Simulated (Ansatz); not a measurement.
**Worked example: GeH(SH)3 → Ge(SH)3 + H**

Species: GeH(SH)3, singlet; Ge(SH)3, doublet; H atom, doublet. 

Shapes, held fixed at every level: PBE0-D4/def2-TZVP. Flexible molecules stand in one conformer, not always the lowest. Programs: Ansatz 0.2.0. Electronic energies: no zero-point or thermal term.

At CCSD(T)/def2-TZVPP; 1 Eh = 2625.50 kJ/mol:

| species | energy (Eh) |
| --- | --- |
| GeH(SH)3 | -3271.292303 |
| Ge(SH)3 | -3270.660252 |
| H | -0.499810 |

Question: Work out ΔE of the reaction at this level.

Answer: 
1. Products less reactants: (-3270.660252) + (-0.499810) − [(-3271.292303)] = 0.132241 Eh = +347.2 kJ/mol.

Other levels give +311.1 (PBE-D4/def2-TZVPP) to +341.1 kJ/mol (MP2/def2-TZVPP). No measured value is set beside it here. Open shells run unrestricted unless RO is named. Relativity is left out for Ge unless named. Correlated rows may include outer-core shells of Ge, which these sets cover unevenly.
